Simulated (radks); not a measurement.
The numbers below are computed, except where a source is named.
Task: The table gives one normalised radial function P(r) = r R(r) of Eu17+ in [Kr] 4d10 (r in bohr). Code: a radial shooting solver on a logarithmic mesh with Libxc functionals. Model: non-relativistic Kohn-Sham, PBE, spin-polarised, spherical densities, point nucleus; relativity is left out, which matters for an element this heavy.

r	P
0.00189	0.0001
0.002422	0.0001
0.003104	0.0003
0.003977	0.0006
0.005097	0.0012
0.006531	0.0024
0.00837	0.0048
0.01073	0.0096
0.01374	0.0191
0.01761	0.0371
0.02257	0.0707
0.02892	0.1312
0.03706	0.2354
0.0475	0.4052
0.06086	0.6623
0.07799	1.0154
0.09995	1.4393
0.1281	1.8542
0.1641	2.1273
0.2103	2.1198
0.2695	1.7792
0.3454	1.2115
0.4426	0.6401
0.5672	0.2477
0.7268	0.0652
0.9314	0.0106
1.193	0.0009
1.529	0.0000
1.96	0.0000

Which n and l does it have? It may be an empty orbital.

Result: n = 3, l = 2: the number of nodes gives n - l - 1 = 0, the rise at small r (about r^(l+1)) gives l, and the extent must fit the shell. The curve is that of 3d. 3d: eigenvalue -1529.8 eV, 0 radial nodes, <r> = 0.227 bohr, 90 % of the charge inside 0.352 bohr.
